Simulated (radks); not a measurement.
Radial electron density D(r) = 4 pi r^2 rho(r) of an atom or ion with 51 electrons. All-electron calculation, Dirac Kohn-Sham, LDA (Slater exchange, Perdew-Wang correlation), spin-unpolarised, spherical densities, point nucleus. Program: a radial shooting solver on a logarithmic mesh with Libxc functionals.

```
   r/bohr * D(r) (the largest magnitude, 82.8, reaches the edge; | marks zero)
 0.001159 |*
 0.001609 |  *
 0.002216 |   *
 0.003076 |      *
 0.004236 |           *
  0.00588 |                 *
 0.008097 |                          *
  0.01124 |                                   *
  0.01548 |                                         *
  0.02149 |                                           *
  0.02959 |                                        *
  0.04108 |                                     *
  0.05657 |                                            *
  0.07853 |                                                      *
   0.1082 |                                                   *
   0.1501 |                                       *
   0.2068 |                                          *
    0.287 |                                            *
   0.3953 |                         *
   0.5487 |             *
   0.7556 |                *
    1.049 |          *
    1.445 |    *
    2.005 | *
    2.762 |*
    3.834 *
    5.279 *
    7.329 *
    10.09 *
```

What is the nuclear charge?

Answer. Z = 51. The innermost maximum, from 1s, lies near gamma/Z bohr with gamma = sqrt(1 - (Z/c)^2) = 0.928, here 0.0182 bohr (found: 0.0200), and its height grows with Z. The density is that of neutral antimony in [Kr] 4d10 5s2 5p3; the configuration itself is not fixed sharply by these data, and Z only to a few units. D(r) has 4 maxima, at r = 0.0200, 0.0878, 0.257, 0.750 bohr, and minima at 0.0392, 0.168, 0.549 bohr, inside which lie 2.03, 11.18, 28.99 electrons.
